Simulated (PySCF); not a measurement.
HSSi, SMILES [SH+]=[Si] (connectivity only; charge and spin as stated), charge +1, multiplicity 1.

Coordinates come from a PBE0-D3(BJ)/def2-TZVP optimisation. The isomer is the one that the SMILES or the coordinates give; other isomers of the formula were not compared.

Level of theory: PySCF with TDA-PBE0/def2-TZVPD.

Vertical excitations.  State labels are in the subgroup Cs.

Computed excitation energies, oscillator strengths and character:
```tsv
state	symmetry	energy (eV)	λ (nm)	f	main pairs
S1	A"	3.75	330	0.000	HOMO−1→LUMO 100 %
S2	A'	4.02	309	0.029	HOMO→LUMO 97 %
S3	A"	4.67	265	0.028	HOMO→LUMO+1 97 %
S4	A'	5.42	229	0.070	HOMO−1→LUMO+1 82 %
S5	A"	7.29	170	0.004	HOMO−1→LUMO+2 95 %
S6	A'	7.36	168	0.003	HOMO−2→LUMO 47 %, HOMO→LUMO+2 45 %
S7	A"	7.69	161	0.010	HOMO−2→LUMO+1 95 %
S8	A'	7.69	161	0.003	HOMO→LUMO+2 52 %, HOMO−2→LUMO 30 %, HOMO→LUMO+3 12 %
S9	A"	8.12	153	0.032	HOMO−1→LUMO+3 94 %
S10	A'	9.37	132	0.163	HOMO−3→LUMO 68 %
T1	A'	2.54	488	0	HOMO→LUMO 97 %
T2	A"	3.19	388	0	HOMO→LUMO+1 97 %
T3	A"	3.46	358	0	HOMO−1→LUMO 98 %
T4	A'	3.58	346	0	HOMO−1→LUMO+1 99 %
```
Triplets are in the Tamm–Dancoff approximation.
